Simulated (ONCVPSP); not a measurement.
Pseudopotential generation for sulfur (S): ONCV, PBE, non-relativistic.

Input for ONCVPSP 4.0.1:

```
# ATOM AND REFERENCE CONFIGURATION
# atsym  z   nc   nv     iexc    psfile
  S 16.00    3    2        4      upf
#
#   n    l    f
    1    0    2.00
    2    0    2.00
    2    1    6.00
    3    0    2.00
    3    1    3.00
#
# PSEUDOPOTENTIAL AND OPTIMIZATION
# lmax
    2
#
#   l,   rc,      ep,       ncon, nbas, qcut
    0    1.30    0.00    4    7    6.10
    1    1.60    0.00    3    6    5.80
    2    1.45    0.05    4    9    7.70
#
# LOCAL POTENTIAL
# lloc, lpopt,  rc(5),   dvloc0
    4    5    1.15    2.00
#
# VANDERBILT-KLEINMAN-BYLANDER PROJECTORs
# l, nproj, debl
    0    2    3.20
    1    3    0.80
    2    2    3.00
#
# MODEL CORE CHARGE
# icmod, fcfact, rcfact
    3    4.50    1.20
#
# LOG DERIVATIVE ANALYSIS
# epsh1, epsh2, depsh
   -3.00    5.00    0.02
#
# OUTPUT GRID
# rlmax, drl
    6.00    0.01
#
# TEST CONFIGURATIONS
# ncnf
    4
# nvcnf
#   n    l    f
    2
    3    0    2.00
    3    1    4.00
#
    2
    3    0    2.00
    3    1    2.00
#
    2
    3    0    2.00
    3    1    1.00
#
    2
    3    0    1.00
    3    1    5.00
#
```

Command:

```bash
oncvpspnr.x < S.dat > S.out
```

Resulting log (shortened: citation, most of the input echo, consistency checks and plot data are left out):

```
ONCVPSP  (Optimized Norm-Conservinng Vanderbilt PSeudopotential)
scalar-relativistic version 4.0.1

#   n    l    f        energy (Ha)
    1    0    2.00    -8.8549166E+01
    2    0    2.00    -8.1644827E+00
    2    1    6.00    -6.1832964E+00
    3    0    2.00    -1.0108636E+00
    3    1    3.00    -6.1769036E-01

Reference configufation results
  iterations    23
  all-electron total energy (Ha)   -3.97481547D+02

Begin loop to  construct optimized pseudo wave functions
and semi-local pseudopoentials for all angular momenta

   Wellstate for l =  0  n =  5
     eigenvalue =   2.1891
     asymptotic potential =   2.6891
     half-point radius =  3.0337

Calculating optimized projector #   1

 for l=   0

    Fraction of norm inside rc  0.303338
    Optimizing pswf for qcut=   6.09 a_B^-1,  ecut=  18.53 Ha
    Residual kinetic energy error=  7.85D-05 Ha

    Energy error per electron        Cutoff
         Ha          eV             Ha
         0.01000     0.27211        9.56
         0.00100     0.02721       13.29
         0.00010     0.00272       17.44
         0.00001     0.00027       70.62

Calculating optimized projector #   2

 for l=   0

    Fraction of norm inside rc  0.072545
    Optimizing pswf for qcut=   6.09 a_B^-1,  ecut=  18.53 Ha
    Residual kinetic energy error=  2.82D-03 Ha

    Energy error per electron        Cutoff
         Ha          eV             Ha
         0.01000     0.27211       10.71
         0.00100     0.02721       51.71
         0.00010     0.00272       98.66
         0.00001     0.00027      114.30

   Wellstate for l =  1  n =  4
     eigenvalue =   0.1823
     asymptotic potential =   0.6823
     half-point radius =  4.4686

   Wellstate for l =  1  n =  5
     eigenvalue =   0.9823
     asymptotic potential =   1.4823
     half-point radius =  4.7484

Calculating optimized projector #   1

 for l=   1

    Fraction of norm inside rc  0.393105
    Optimizing pswf for qcut=   5.80 a_B^-1,  ecut=  16.82 Ha
    Residual kinetic energy error=  2.44D-05 Ha

    Energy error per electron        Cutoff
         Ha          eV             Ha
         0.01000     0.27211        4.22
         0.00100     0.02721        6.38
         0.00010     0.00272       14.17
         0.00001     0.00027       26.27

Calculating optimized projector #   2

 for l=   1

    Fraction of norm inside rc  0.127974
    Optimizing pswf for qcut=   5.80 a_B^-1,  ecut=  16.82 Ha
    Residual kinetic energy error=  1.73D-05 Ha

    Energy error per electron        Cutoff
         Ha          eV             Ha
         0.01000     0.27211        4.21
         0.00100     0.02721        6.02
         0.00010     0.00272       13.38
         0.00001     0.00027       21.66

Calculating optimized projector #   3

 for l=   1

    Fraction of norm inside rc  0.090707
    Optimizing pswf for qcut=   5.80 a_B^-1,  ecut=  16.82 Ha
    Residual kinetic energy error=  6.72D-05 Ha

    Energy error per electron        Cutoff
         Ha          eV             Ha
         0.01000     0.27211        4.78
         0.00100     0.02721        6.82
         0.00010     0.00272       14.81
         0.00001     0.00027       45.46

   Wellstate for l =  2  n =  3
     eigenvalue =   0.0500
     asymptotic potential =   0.5500
     half-point radius =  2.5850

   Wellstate for l =  2  n =  5
     eigenvalue =   3.0500
     asymptotic potential =   3.5500
     half-point radius =  2.9920

Calculating optimized projector #   1

 for l=   2

    Fraction of norm inside rc  0.267877
    Optimizing pswf for qcut=   7.71 a_B^-1,  ecut=  29.69 Ha
    Residual kinetic energy error=  1.00D-04 Ha

    Energy error per electron        Cutoff
         Ha          eV             Ha
         0.01000     0.27211       17.09
         0.00100     0.02721       23.78
         0.00010     0.00272       30.25
         0.00001     0.00027      128.82

Calculating optimized projector #   2

 for l=   2

    Fraction of norm inside rc  0.115364
    Optimizing pswf for qcut=   7.71 a_B^-1,  ecut=  29.69 Ha
    Residual kinetic energy error=  1.50D-03 Ha

    Energy error per electron        Cutoff
         Ha          eV             Ha
         0.01000     0.27211       23.93
         0.00100     0.02721       31.05
         0.00010     0.00272       83.08
         0.00001     0.00027      173.92

Construct Vanderbilt / Kleinmman-Bylander projectors

B matrix Hermiticity error, ll=   0
   1   2   -1.5809E-08

  Orthonormal projector coefficients  9.2965E+00  2.2295E+00

B matrix Hermiticity error, ll=   1
   1   2   -6.0334E-09
   1   3    1.8058E-09
   2   3   -4.1471E-09

  Orthonormal projector coefficients  9.0228E+01  1.7123E+00  3.0799E-01

B matrix Hermiticity error, ll=   2
   1   2   -1.8438E-10

  Orthonormal projector coefficients -5.3071E+00 -1.3543E+00

Model core correction analysis
  based on d2Exc/dn_idn_j

d2excae - all-electron derivatives

   -3.996719D-02   -3.460643D-02
   -3.460701D-02   -3.277920D-02

d2excps - pseudofunction derivatives with no core correction

   -4.233668D-02   -3.638525D-02
   -3.638685D-02   -3.399757D-02

rms 2nd derivative error    1.832413E-03

rmatch, rhocmatch    0.9246    1.9351

Teter function model core charge with specified parameters

d2excps - pseudofunction derivatives with core correction

   -4.105546D-02   -3.540967D-02
   -3.541152D-02   -3.325424D-02

rms 2nd derivative error    8.219533E-04

Pseudoatom total energy   -9.651384

Diagnostic tests using Vanderbilt-Kleinman-Bylander pseudopotentials
  1 or more projectors used as specified by nproj input data

   l    rcore       rmatch      e in        delta e   norm test  slope test

   0   1.3003484   1.3398298  -1.0108636  -0.0000000   1.0000000   1.0000002
   0   1.3003484   1.3398298   2.1891364  -0.0000001   1.0000001   1.0000001

   1   1.6032050   1.6518818  -0.6176904   0.0000098   0.9999928   1.0001494
   1   1.6032050   1.6518818   0.1823096   0.0000376   1.0000081   1.0000081
   1   1.6032050   1.6518818   0.9823097   0.0000093   1.0000204   1.0000204

   2   1.4568719   1.5011057   0.0500000  -0.0000001   1.0000000   1.0000000
   2   1.4568719   1.5011057   3.0500000  -0.0000000   1.0000001   1.0000001

 Testing for bound ghosts
   n   l    E NL Schr. Eq   E Basis Diag.   E Cutoff

   1   0       -1.010864       -0.999432    110.14

   2   1       -0.617681       -0.611128     85.96

   3   2       -0.147473       -0.044726    207.98

 Testing for highly-localized positive-energy ghosts
       l    <radius>/rc     E Basis Diag.   E Cutoff

       0        0.821756        7.319371    110.14  WARNING - GHOST(+)

       1        0.898017       28.850971     85.96  WARNING - GHOST(+)

       1        0.624667       62.635874     85.96  WARNING - GHOST(+)

       1        0.748601      132.825587     85.96  WARNING - GHOST(+)

Test configuration 0

   n   l     f        eae           eps        diff
   1   0  2.0000  -88.54916587
   2   0  2.0000   -8.16448271
   2   1  6.0000   -6.18329638
   3   0  2.0000   -1.01086361   -1.01086362   -1.60D-08
   3   1  3.0000   -0.61769036   -0.61768053    9.83D-06

    Total energies and differences
      AE_ref= -3.97481547D+02  AE_tst= -3.97481547D+02  dif=  0.00D+00
      PS_ref= -9.65138422D+00  PS_tst= -9.65138422D+00  dif=  1.60D-14
      PSP excitation error= -1.60D-14

Test configuration 1

   n   l     f        eae           eps        diff
   1   0  2.0000  -88.10879372
   2   0  2.0000   -7.73308136
   2   1  6.0000   -5.75093200
   3   0  2.0000   -0.63000909   -0.63007107   -6.20D-05
   3   1  4.0000   -0.25802574   -0.25804518   -1.94D-05

    Total energies and differences
      AE_ref= -3.97481547D+02  AE_tst= -3.97914543D+02  dif= -4.33D-01
      PS_ref= -9.65138422D+00  PS_tst= -1.00844008D+01  dif= -4.33D-01
      PSP excitation error=  2.06D-05

Test configuration 2

   n   l     f        eae           eps        diff
   1   0  2.0000  -89.08116546
   2   0  2.0000   -8.67822788
   2   1  6.0000   -6.69891420
   3   0  2.0000   -1.44265053   -1.44221282    4.38D-04
   3   1  2.0000   -1.02854837   -1.02815384    3.95D-04

    Total energies and differences
      AE_ref= -3.97481547D+02  AE_tst= -3.96662193D+02  dif=  8.19D-01
      PS_ref= -9.65138422D+00  PS_tst= -8.83218739D+00  dif=  8.19D-01
      PSP excitation error=  1.57D-04

Test configuration 3

   n   l     f        eae           eps        diff
   1   0  2.0000  -89.69599566
   2   0  2.0000   -9.26393883
   2   1  6.0000   -7.28755559
   3   0  2.0000   -1.91402514   -1.91229534    1.73D-03
   3   1  1.0000   -1.48019195   -1.47859127    1.60D-03

    Total energies and differences
      AE_ref= -3.97481547D+02  AE_tst= -3.95410873D+02  dif=  2.07D+00
      PS_ref= -9.65138422D+00  PS_tst= -7.58176804D+00  dif=  2.07D+00
      PSP excitation error=  1.06D-03

Test configuration 4

   n   l     f        eae           eps        diff
   1   0  2.0000  -88.16169583
   2   0  2.0000   -7.78498292
   2   1  6.0000   -5.80233755
   3   0  1.0000   -0.65438201   -0.65435076    3.12D-05
   3   1  5.0000   -0.27800403   -0.27799674    7.28D-06

    Total energies and differences
      AE_ref= -3.97481547D+02  AE_tst= -3.97540322D+02  dif= -5.88D-02
      PS_ref= -9.65138422D+00  PS_tst= -9.71016984D+00  dif= -5.88D-02
      PSP excitation error=  9.97D-06
```

oncvpspnr.x prints “scalar-relativistic version” in its banner although the run is non-relativistic.

The run took about 2.8 s on one core of a shared server CPU.
